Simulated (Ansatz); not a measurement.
Ansatz (an electronic-structure program) input (B3LYP-D3(BJ)/def2-TZVP):

Ansatz 0.2 input:
```yaml
crystal:
  periodic: [false, false, false]
  atoms:
    - {symbol: O, position_ang: [-0.58891706, -0.84155214, -0.85374303]}
    - {symbol: S, position_ang: [0.17772221, -0.17737330, 0.19048783]}
    - {symbol: O, position_ang: [0.28230670, 1.27050188, 0.30006393]}
    - {symbol: H, position_ang: [-0.39067237, -0.59362512, 1.38162746]}
basis:
  gaussian:
    orbitals: def2-TZVP
hamiltonian:
  xc: b3lyp
  dispersion: d3bj
magnetization: {spin_polarized: true, initial_magnetization: 1}
phonons: {temperatures: {t_min: 298.15, t_max: 298.15, t_step: 100}}
```

Output:

```
Functional definition: B3LYP
integrals: 0.03 GiB planned
617 factors; their error is unknown
mean field: 0.36 GiB planned
mean field evaluation 1: about -14938.0097 eV, gradient 5.1e1 eV
mean field evaluation 2: about -14903.8730 eV, gradient 1.1e2 eV
mean field evaluation 4: about -14946.2683 eV, gradient 2.4e0 eV
mean field evaluation 8: about -14946.2956 eV, gradient 4.8e-2 eV
mean field evaluation 16: about -14946.3225 eV, gradient 5.7e-5 eV
mean field -14946.32250187 eV, -549.2672209626 hartree, gradient 2.1e-5 eV, S^2 0.755803; 0 other end points of the search recorded, 0 dependent functions left out
the calculation of the forces begins
reference -14946.32268983 eV, -549.2672278697 hartree; 17, 16 occupied and 88, 89 virtual orbitals, 617 factors
these checks for a lower state are left out or cut short: stability, starts, cluster_reference, orbital_swaps, neighbouring_geometries, increment
integrals: 0.03 GiB planned
617 factors; their error is unknown
mean field: 0.36 GiB planned
mean field -14946.32244804 eV, -549.2672189843 hartree, gradient 1.8e-6 eV, S^2 0.755786; 0 other end points of the search recorded, 0 dependent functions left out
the calculation of the forces begins
reference -14946.32263601 eV, -549.2672258919 hartree; 17, 16 occupied and 88, 89 virtual orbitals, 617 factors
these checks for a lower state are left out or cut short: stability, starts, cluster_reference, orbital_swaps, neighbouring_geometries, increment
integrals: 0.03 GiB planned
617 factors; their error is unknown
mean field: 0.36 GiB planned
mean field -14946.32245629 eV, -549.2672192874 hartree, gradient 1.6e-6 eV, S^2 0.755820; 0 other end points of the search recorded, 0 dependent functions left out
the calculation of the forces begins
reference -14946.32264423 eV, -549.2672261941 hartree; 17, 16 occupied and 88, 89 virtual orbitals, 617 factors
these checks for a lower state are left out or cut short: stability, starts, cluster_reference, orbital_swaps, neighbouring_geometries, increment
integrals: 0.03 GiB planned
617 factors; their error is unknown
mean field: 0.36 GiB planned
mean field evaluation 32: about -14946.2919 eV, gradient 1.5e-1 eV
mean field -14946.32244665 eV, -549.2672189331 hartree, gradient 2.9e-6 eV, S^2 0.755797; 0 other end points of the search recorded, 0 dependent functions left out
the calculation of the forces begins
reference -14946.32263457 eV, -549.2672258392 hartree; 17, 16 occupied and 88, 89 virtual orbitals, 617 factors
these checks for a lower state are left out or cut short: stability, starts, cluster_reference, orbital_swaps, neighbouring_geometries, increment
integrals: 0.03 GiB planned
617 factors; their error is unknown
mean field: 0.36 GiB planned
mean field -14946.32246492 eV, -549.2672196046 hartree, gradient 1.1e-6 eV, S^2 0.755809; 0 other end points of the search recorded, 0 dependent functions left out
the calculation of the forces begins
reference -14946.32265290 eV, -549.2672265126 hartree; 17, 16 occupied and 88, 89 virtual orbitals, 617 factors
these checks for a lower state are left out or cut short: stability, starts, cluster_reference, orbital_swaps, neighbouring_geometries, increment
integrals: 0.03 GiB planned
617 factors; their error is unknown
mean field: 0.36 GiB planned
mean field -14946.32239325 eV, -549.2672169708 hartree, gradient 1.6e-6 eV, S^2 0.755790; 0 other end points of the search recorded, 0 dependent functions left out
the calculation of the forces begins
reference -14946.32258122 eV, -549.2672238786 hartree; 17, 16 occupied and 88, 89 virtual orbitals, 617 factors
these checks for a lower state are left out or cut short: stability, starts, cluster_reference, orbital_swaps, neighbouring_geometries, increment
integrals: 0.03 GiB planned
617 factors; their error is unknown
mean field: 0.36 GiB planned
mean field -14946.32241200 eV, -549.2672176598 hartree, gradient 1.6e-6 eV, S^2 0.755817; 0 other end points of the search recorded, 0 dependent functions left out
the calculation of the forces begins
reference -14946.32259993 eV, -549.2672245662 hartree; 17, 16 occupied and 88, 89 virtual orbitals, 617 factors
these checks for a lower state are left out or cut short: stability, starts, cluster_reference, orbital_swaps, neighbouring_geometries, increment
integrals: 0.03 GiB planned
617 factors; their error is unknown
mean field: 0.36 GiB planned
mean field -14946.32236657 eV, -549.2672159903 hartree, gradient 1.6e-6 eV, S^2 0.755795; 0 other end points of the search recorded, 0 dependent functions left out
the calculation of the forces begins
reference -14946.32255468 eV, -549.2672229032 hartree; 17, 16 occupied and 88, 89 virtual orbitals, 617 factors
these checks for a lower state are left out or cut short: stability, starts, cluster_reference, orbital_swaps, neighbouring_geometries, increment
integrals: 0.03 GiB planned
617 factors; their error is unknown
mean field: 0.36 GiB planned
mean field evaluation 64: about -14946.2920 eV, gradient 2.5e-4 eV
mean field -14946.32236820 eV, -549.2672160502 hartree, gradient 1.5e-6 eV, S^2 0.755812; 0 other end points of the search recorded, 0 dependent functions left out
the calculation of the forces begins
reference -14946.32255599 eV, -549.2672229515 hartree; 17, 16 occupied and 88, 89 virtual orbitals, 617 factors
these checks for a lower state are left out or cut short: stability, starts, cluster_reference, orbital_swaps, neighbouring_geometries, increment
integrals: 0.03 GiB planned
617 factors; their error is unknown
mean field: 0.36 GiB planned
mean field -14946.32233364 eV, -549.2672147802 hartree, gradient 1.6e-6 eV, S^2 0.755828; 0 other end points of the search recorded, 0 dependent functions left out
the calculation of the forces begins
reference -14946.32252161 eV, -549.2672216878 hartree; 17, 16 occupied and 88, 89 virtual orbitals, 617 factors
these checks for a lower state are left out or cut short: stability, starts, cluster_reference, orbital_swaps, neighbouring_geometries, increment
integrals: 0.03 GiB planned
617 factors; their error is unknown
mean field: 0.36 GiB planned
mean field -14946.32233283 eV, -549.2672147503 hartree, gradient 1.6e-6 eV, S^2 0.755779; 0 other end points of the search recorded, 0 dependent functions left out
the calculation of the forces begins
reference -14946.32252077 eV, -549.2672216570 hartree; 17, 16 occupied and 88, 89 virtual orbitals, 617 factors
these checks for a lower state are left out or cut short: stability, starts, cluster_reference, orbital_swaps, neighbouring_geometries, increment
integrals: 0.03 GiB planned
617 factors; their error is unknown
mean field: 0.36 GiB planned
mean field -14946.32244715 eV, -549.2672189515 hartree, gradient 1.2e-6 eV, S^2 0.755794; 0 other end points of the search recorded, 0 dependent functions left out
the calculation of the forces begins
reference -14946.32263500 eV, -549.2672258550 hartree; 17, 16 occupied and 88, 89 virtual orbitals, 617 factors
these checks for a lower state are left out or cut short: stability, starts, cluster_reference, orbital_swaps, neighbouring_geometries, increment
integrals: 0.03 GiB planned
617 factors; their error is unknown
mean field: 0.36 GiB planned
mean field evaluation 96: about -14946.3225 eV, gradient 1.4e-6 eV
mean field -14946.32245995 eV, -549.2672194220 hartree, gradient 1.1e-6 eV, S^2 0.755812; 0 other end points of the search recorded, 0 dependent functions left out
the calculation of the forces begins
reference -14946.32264800 eV, -549.2672263327 hartree; 17, 16 occupied and 88, 89 virtual orbitals, 617 factors
these checks for a lower state are left out or cut short: stability, starts, cluster_reference, orbital_swaps, neighbouring_geometries, increment
integrals: 0.03 GiB planned
617 factors; their error is unknown
mean field: 0.36 GiB planned
mean field -14946.32248836 eV, -549.2672204661 hartree, gradient 2.0e-6 eV, S^2 0.755795; 0 other end points of the search recorded, 0 dependent functions left out
the calculation of the forces begins
reference -14946.32267628 eV, -549.2672273720 hartree; 17, 16 occupied and 88, 89 virtual orbitals, 617 factors
these checks for a lower state are left out or cut short: stability, starts, cluster_reference, orbital_swaps, neighbouring_geometries, increment
integrals: 0.03 GiB planned
617 factors; their error is unknown
mean field: 0.36 GiB planned
mean field -14946.32248919 eV, -549.2672204966 hartree, gradient 2.2e-6 eV, S^2 0.755811; 0 other end points of the search recorded, 0 dependent functions left out
the calculation of the forces begins
reference -14946.32267718 eV, -549.2672274050 hartree; 17, 16 occupied and 88, 89 virtual orbitals, 617 factors
Total energy: -14946.42079778 eV, -549.2708332707 hartree
Atom 0 at    -0.588917    -0.841552    -0.853743 Å, force     0.000098     0.000105     0.000043 eV/Å
Atom 1 at     0.177722    -0.177373     0.190488 Å, force    -0.000164     0.000028     0.000073 eV/Å
Atom 2 at     0.282307     1.270502     0.300064 Å, force     0.000003    -0.000125    -0.000083 eV/Å
Atom 3 at    -0.390672    -0.593625     1.381627 Å, force     0.000063    -0.000008    -0.000034 eV/Å
Dipole moment:     0.094693    -0.282920     0.446386 e Å
Vibrations: 461.12 811.49 987.75 1079.67 1286.65 2273.72 cm⁻¹, zero-point energy 0.427770 eV
```

It need not be the lowest isomer of its formula.
